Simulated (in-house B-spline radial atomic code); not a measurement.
A fraction x of an electron is removed from 3s in K⁴⁺, starting from [Ne] 3s2 3p3 and keeping the highest spin. All numbers are computed (scalar-relativistic (X2C) RPBE, spin-polarised, spherical fractional occupations; Fermi nucleus of rms radius 3.4349 fm) with an all-electron radial atomic-structure program (B-spline basis), not measured.

| x | E(x) - E(0) (eV) | 3s down level (eV) |
| --- | --- | --- |
| 0 | 0.0000 | -86.043 |
| 0.1 | 8.6826 | -87.609 |
| 0.13 | ? | ? |
| 0.28 | 24.7053 | -90.418 |
| 0.43 | 38.4435 | -92.759 |
| 0.5 | 44.9751 | -93.861 |
| 0.59 | 53.4872 | -95.305 |
| 0.67 | 61.1647 | -96.644 |
| 0.78 | 71.9047 | -98.686 |
| 0.96 | ? | ? |
| 1 | 94.1190 | - |

Q: What belongs in the row x = 0.13?

A: An energy change of 11.3180 eV; 3s down at -88.079 eV.

Q: What belongs in the row x = 0.96?

A: An energy change of 90.0318 eV; 3s down at -102.452 eV.

Q: Check Janak's theorem between x = 0.28 and 0.43.

A: The slope of the energy is 91.59 eV; the orbital levels give 91.59 eV (-ε of the emptying orbital, averaged over the two points).
